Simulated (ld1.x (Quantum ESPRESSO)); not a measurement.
Results of a calculation; reference values are marked as such.
Potentials for Tl (Z = 81) compared

Generated with ld1.x 7.5 (TM, RRKJ, ultrasoft, PAW), atompaw 4.2 or ONCVPSP 4.0.1. The cutoff is in Ry: for ld1.x and atompaw files where the sum of valence levels is converged to 10 mRy in a Bessel basis, for ONCV files where the hardest occupied wave has 1 mHa per electron of residual kinetic energy. The error is the largest all-electron minus pseudo excitation energy over each file’s own four to seven test configurations (ionisations up to +4, promotions, holes and added fractions of an electron), all of which were solved. The labels leave out finer settings (local radius, basis sizes, second energies), which also bear on the numbers. Spin-polarised tests are not counted. The rows are a selection from randomly drawn settings: files with unsolved tests, undetermined cutoffs or missed reference levels are left out.

A true bound ghost makes a file unfit for plane-wave use even where its test errors are small: the radial tests pick states by their node count and pass the ghost by.

```tsv
potential	cutoff (Ry)	largest error (meV)	bound ghosts
ultrasoft, LDA (PZ), fully relativistic, rc 2.20/2.45/1.25 (spd), local smoothed, core correction yes, reference 5d10 6s1.75 6p1.25	70	-32	s, p3/2, p1/2
TM, PBE, scalar-relativistic, rc 1.95/2.70/1.80 (spd), local smoothed, core correction yes, reference 5d10 6s2 6p1	50	-91	s
```

Q: Fill in the row for Tl: PAW, Wu–Cohen, scalar-relativistic, rc 2.15/3.05/2.15 (spd), local smoothed, core correction yes, reference 5d10 6s1 6p2.

A: cutoff 25 Ry, largest error -140 meV, bound ghosts: none.

Q: Fill in the row for Tl: TM, PBE, scalar-relativistic, rc 1.70/3.10/1.30 (spd), local s, core correction yes, reference 5d10 6s2 6p1.

A: cutoff 80 Ry, largest error -223 meV, bound ghosts: none.

Q: Fill in the row for Tl: TM, revPBE, scalar-relativistic, rc 1.80/2.05/2.16 (spd), local s, core correction yes, reference 5d10 6s2 6p1.

A: cutoff 45 Ry, largest error -81 meV, bound ghosts: none.
